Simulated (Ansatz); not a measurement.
C2H3BF2O2, SMILES `CC(=O)OB(F)F`. Total charge 0; spin multiplicity 1.

| atom | x (Å) | y (Å) | z (Å) |
| --- | --- | --- | --- |
| C1 | 0.212 | -1.049 | 1.258 |
| C2 | 0.341 | 0.201 | 0.456 |
| O3 | 0.717 | 1.261 | 0.843 |
| O4 | 0.004 | -0.023 | -0.858 |
| B5 | -0.438 | 0.945 | -1.713 |
| F6 | -1.016 | 2.052 | -1.310 |
| F7 | -0.344 | 0.707 | -3.003 |
| H8 | 0.816 | -1.838 | 0.805 |
| H9 | -0.825 | -1.389 | 1.243 |
| H10 | 0.533 | -0.866 | 2.280 |

Problem. List the harmonic frequencies (cm⁻¹, unscaled) at PBE0-D4/def2-TZVP in Ansatz. (Best estimate.)

Solution. The calculation gave: 49, 89, 116, 152, 343, 412, 497, 589, 649, 684, 811, 967, 1037, 1065, 1245, 1395, 1426, 1458, 1465, 1472, 1882, 3073, 3142, 3195.

Problem. Is this a minimum?

Solution. Yes, all 24 modes are real.

Problem. Give the ideal-gas thermochemistry at 298.15 K and 1 bar (rigid rotor, harmonic oscillator; point group C1, symmetry number 1).

Solution. Zero-point energy 162.8 kJ/mol; H(298) − E = 184.4 kJ/mol; entropy 361.6 J/(mol·K), of which translation 167.2, rotation 115.4, vibration 79.0; G(298) − E = 76.6 kJ/mol. Modes under 100 cm⁻¹ are hindered rotations or soft bends, so the harmonic entropy is rough.

Problem. And at 400, 500, 600, 800 and 1000 K?

Solution. 
```tsv
T (K)	H − E (kJ/mol)	S (J/mol/K)	G − E (kJ/mol)
400	196.2	395.4	38.1
500	209.6	425.1	-3.0
600	224.4	452.1	-46.9
800	257.5	499.6	-142.2
1000	293.9	540.1	-246.3
```
